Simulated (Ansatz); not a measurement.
**Ligand exchange: SiH(CH3)(OH)(SiH3) + C2H7AlO2 → SiH(OH)2(SiH3) + C3H9AlO**

Species: SiH(CH3)(OH)(SiH3), singlet; C2H7AlO2 `C[CH2][Al]([OH])[OH]`, singlet; SiH(OH)2(SiH3), singlet; C3H9AlO `C[CH2][Al]([CH3])[OH]`, singlet. The partners trade CH3 for OH: Si–CH3 and Al–OH bonds give way to Si–OH and Al–CH3.

Shapes, held fixed at every level: PBE0-D4/def2-TZVP. Flexible molecules stand in one conformer, not always the lowest. Programs: Ansatz 0.2.0. The zero-point and thermal change to 298 K, harmonic and unscaled (PBE0-D4/def2-TZVP), is -0.8 kJ/mol.

Question: Estimate ΔH(298 K) of this reaction.

Answer: The highest level, CCSD(T)/CBS estimate, gives ΔH(298 K) = +35.4 kJ/mol; the levels span +30.5 to +42.1. The column of differences is taken from that level and isn't an error. No measured value is set beside it here. The CBS estimate extrapolates MP2 from def2-TZVPP and def2-QZVPP and adds CCSD(T) − MP2 in the triple-zeta set, cores frozen. Times are processor times on shared x86 and Arm servers, and rough.

```csv
level,kind,ΔH(298 K) (kJ/mol),less CCSD(T)/CBS estimate,CPU time (sum over the molecules)
HF/def2-SVP,Hartree–Fock,+42.1,+6.7,–
SPW92/def2-TZVPP,LDA,+30.5,-4.9,18 s
r2SCAN-D4/def2-TZVPP,meta-GGA,+34.5,-0.9,57 s
B3LYP-D4/def2-TZVPP,global hybrid,+34.7,-0.7,68 s
wB97M-V/def2-TZVPP,range-separated hybrid,+32.6,-2.8,2.6 min
B2PLYP/def2-TZVPP,double hybrid,+34.8,-0.6,85 s
CCSD(T)/def2-TZVPP,coupled cluster or CI,+35.4,0.0,29 min
CCSD(T)/CBS estimate,coupled cluster or CI,+35.4,0.0,36 min
```
